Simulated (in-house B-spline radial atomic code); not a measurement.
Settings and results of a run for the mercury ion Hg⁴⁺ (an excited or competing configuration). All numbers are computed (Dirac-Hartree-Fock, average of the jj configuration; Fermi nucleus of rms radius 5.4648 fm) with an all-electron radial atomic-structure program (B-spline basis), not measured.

In the input, a minus or plus after the letter marks the j = l - 1/2 or j = l + 1/2 subshell.

Command:
```bash
python run_scf.py task.json out
```
Settings (nuclear radius in fm, mass in u):
```
Z                80
configuration    1s2 2s2 2p6 3s2 3p6 3d10 4s2 4p6 4d10 4f-6 4f+7 5s2 5p6 5d-2 5d+6 5g+1
hamiltonian      dirac
method           hf
spin_polarised   False
nucleus          fermi
rms_radius       5.4648
atomic_mass      201.97064
speed_of_light   137.035999084
```

Output (hartree, bohr):
```
 radial grid: 69 intervals, B-splines of order 8, outer radius 30.8511 bohr

 iter        energy (Eh)    residual
    1      -19634.714052    9.24e-01
    2      -19638.785567    1.87e-01
    3      -19639.446265    5.50e-02
    4      -19639.480903    2.20e-02
    5      -19639.486539    3.72e-03
    6      -19639.486823    1.05e-03
    7      -19639.486842    2.06e-04
    8      -19639.486843    4.02e-05
    9      -19639.486843    1.74e-06
   10      -19639.486843    1.32e-07

 total energy                    -19639.48684
 kinetic                           22635.3996
 electron-nucleus                 -49333.6667
 electron-electron                  7058.7803

 first-order corrections (not in the total)
   Gaunt                            25.3633
   retardation                      -2.6904
   frequency dependence             -0.4973
   self-energy                      18.9986
   Uehling                          -3.9092
   Wichmann-Kroll                    0.1739
   recoil                            0.0321

 orbital      occ     eigenvalue          <r>       <r^2>       <1/r>       r_max    small
 1s1/2      2.000     -3077.1238    0.0165907 0.000380889     97.4977     0.01023  9.25e-02
 2s1/2      2.000      -553.1947     0.069221  0.00573584     24.0249     0.05933  2.13e-02
 2p1/2      2.000      -529.7814    0.0570027  0.00406486     23.9376     0.04368  2.13e-02
 2p3/2      4.000      -458.1018    0.0656358  0.00524711     19.4001     0.05113  1.89e-02
 3s1/2      2.000      -136.1176     0.179788   0.0371224     8.82975      0.1668  7.14e-03
 3p1/2      2.000      -125.6503     0.170411   0.0339111     8.72751      0.1558  7.07e-03
 3p3/2      4.000      -109.5418     0.186096   0.0402339     7.55076      0.1708  6.38e-03
 3d3/2      4.000       -92.4434     0.162283   0.0309268     7.42756      0.1332  6.23e-03
 3d5/2      6.000       -89.0044     0.166995   0.0326169      7.1634      0.1372  6.05e-03
 4s1/2      2.000       -33.5442     0.398046    0.178833     3.73136      0.3758  2.42e-03
 4p1/2      2.000       -29.0284     0.400362    0.182353     3.62063      0.3742  2.32e-03
 4p3/2      4.000       -25.0402     0.432282    0.212323     3.23291      0.4039  2.08e-03
 4d3/2      4.000       -17.6600     0.439354    0.222926     3.02903      0.3968  1.88e-03
 4d5/2      6.000       -16.8584     0.449562    0.233114     2.93856      0.4059  1.81e-03
 4f5/2      6.000        -7.3342     0.467128    0.260535      2.5944      0.3629  1.46e-03
 4f7/2      7.000        -7.1560     0.474294    0.268871     2.55545      0.3675  1.42e-03
 5s1/2      2.000        -7.6031     0.895533      0.8971      1.5235      0.8253  6.16e-04
 5p1/2      2.000        -5.9187      0.95135      1.0174     1.41897      0.8646  5.50e-04
 5p3/2      4.000        -5.2705      1.03292     1.19832     1.27846      0.9361  4.73e-04
 5d3/2      2.000        -2.9107      1.24265     1.75982     1.04584       1.075  3.32e-04
 5d5/2      6.000        -2.8257      1.27838     1.86056     1.01008       1.105  3.11e-04
 5g9/2      1.000        -0.5019      5.44571     32.4215    0.202762       4.956  1.37e-05
```

Cost of the run: 1.3 s on 1 thread of Arm Neoverse V2, on a shared host.

For the Dirac Hamiltonian the kinetic term is c α·p + (β - 1)c².
